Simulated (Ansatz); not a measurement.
CH₅FNOSTa (`C[O][Ta]([NH2])([F])=[S]`) from Hartree–Fock to CCSD(T)

Cartesian coordinates in Å:
```
C -1.6379 -1.3598 -0.1779
O -0.7677 -0.4029 0.3666
Ta 0.3273 1.0811 0.0860
N 2.1979 0.5697 0.3969
F -0.1988 2.4329 1.2876
S 0.2052 1.7401 -1.9742
H -1.8466 -1.1339 -1.2265
H -1.1804 -2.3496 -0.1056
H -2.5732 -1.3590 0.3867
H 2.9538 0.7077 -0.2563
H 2.5203 0.0739 1.2165
```

The species carries charge 0 and has multiplicity 1. Correlated methods include outer-core shells of Ta, which these sets cover unevenly. Ta takes the def2 core potential. The structure was optimised at the PBE0-D4/def2-TZVP level. It is one conformer, not always the lowest. Frozen core, restricted reference, the Gaussian-basis code of Ansatz.

```tsv
basis	HF (Eh)	MP2 corr.
def2-SVP	-723.31792	-1.11034
def2-TZVPP	-723.81289	-1.45825
def2-QZVPP	-723.83744	-1.59341
```

Q: Estimate the CCSD correlation energy and the (T) correction in each basis where they were run (hartree).

A: 
| basis | CCSD corr. | (T) |
| --- | --- | --- |
| def2-SVP | -1.12408 | -0.04209 |
| def2-TZVPP | -1.46121 | -0.06932 |
